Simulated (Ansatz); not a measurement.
`[F][Al]([F])[SH]` + CH₃OH → `C[O][Al]([F])[F]` + H₂S  (ligand exchange at the Al–S bond)

Isolated molecules relaxed with PBE0-D4/def2-TZVP in Ansatz; ΔE leaves out vibrations. CCSD(T)/CBS adds triple-zeta CCSD(T) − MP2 to the extrapolated MP2 energy (def2 sets, frozen cores). This one scheme is used for every species. Each species was taken in one conformer, which may not be the lowest.

`[F][Al]([F])[SH]`:

Z-matrix (Å, degrees):
```
Al
F 1 1.638
S 1 2.153 2 121.0
F 1 1.635 2 119.3 3 -180.0
H 3 1.346 1 91.6 2 0.1
```

CH₃OH:

Z-matrix (Å, degrees):
```
C
O 1 1.409
H 1 1.097 2 112.4
H 1 1.090 2 107.0 3 -118.5
H 1 1.097 2 112.4 3 123.0
H 2 0.959 1 108.5 3 -61.6
```

`C[O][Al]([F])[F]`:

Z-matrix (Å, degrees):
```
C
O 1 1.401
H 1 1.094 2 109.7
H 1 1.095 2 112.5 3 -120.7
H 1 1.094 2 109.7 3 118.7
Al 2 1.661 1 136.9 3 120.7
F 6 1.639 2 122.1 1 -0.0
F 6 1.634 2 119.6 1 180.0
```

H₂S:

Z-matrix (Å, degrees):
```
S
H 1 1.341
H 1 1.341 2 92.3
```

| species | CCSD/def2-TZVPP energy (Eh) |
| --- | --- |
| `[F][Al]([F])[SH]` | -840.00004 |
| CH₃OH | -115.54074 |
| `C[O][Al]([F])[F]` | -556.62637 |
| H₂S | -398.92311 |

Work out ΔE.

ΔE = (-556.62637) + (-398.92311) − (-840.00004) − (-115.54074) = -0.00870 Eh = -22.8 kJ/mol. CCSD(T)/CBS gives -17.5 kJ/mol.

Largest T1 diagnostic among the species: 0.012.

In def2-TZVPP, CCSD(T) changes the Hartree–Fock value by +5.1 kJ/mol (the triples alone add +2.0 kJ/mol) and MP2 by +5.3 kJ/mol. Leaving LDA and LC-ωPBE aside and taking each functional with its dispersion term where it has one, the values, not all of them listed here, spread over 17.2 kJ/mol, from CAM-B3LYP-D4 to PBE-D4. LDA lies −4.1 kJ/mol from PBE without D4.
